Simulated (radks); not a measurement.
Values are calculated unless marked as measured or tabulated.
Neutral nitrogen inside a hard spherical wall (all orbitals vanish at R), configuration held at [He] 2s2 2p3 and not refilled when levels cross. Code: a radial shooting solver on a logarithmic mesh with Libxc functionals. Model: non-relativistic Kohn-Sham, PBE, spin-polarised, spherical densities, point nucleus; open shells are filled with parallel spins first. Eigenvalues in eV for spin up, with the zero of energy where the potential of the charges vanishes at infinity; a dash marks a level that is unbound or too diffuse for the functional's potential to be trusted. A positive occupied level is held by the wall or, in an anion where self-interaction has pushed it up, behind a barrier. The pressure on the wall is -dE/dV.

R (bohr)  E (hartree)  kinetic (hartree)    e(1s)    e(2s)   e(2p)  e(3s, empty)  e(3p, empty)  pressure (GPa)
free        -54.53576             54.382  -383.93  -19.852  -8.304             -             -               0
15          -54.53576             54.382  -383.93  -19.852  -8.304             -             -        < 0.0001
12          -54.53576             54.382  -383.93  -19.852  -8.304        -0.106         1.093        < 0.0001
8           -54.53567             54.383  -383.92  -19.843  -8.295         0.875         2.834         0.00473
3           -54.22258             55.813  -374.84  -14.080  -1.660        39.906        43.441             152
2           -52.26683             61.738  -349.92    6.800  19.898        134.81        125.43            2830
1.5         -47.52803             72.734  -317.16   48.923  56.934        295.60        253.28           17600
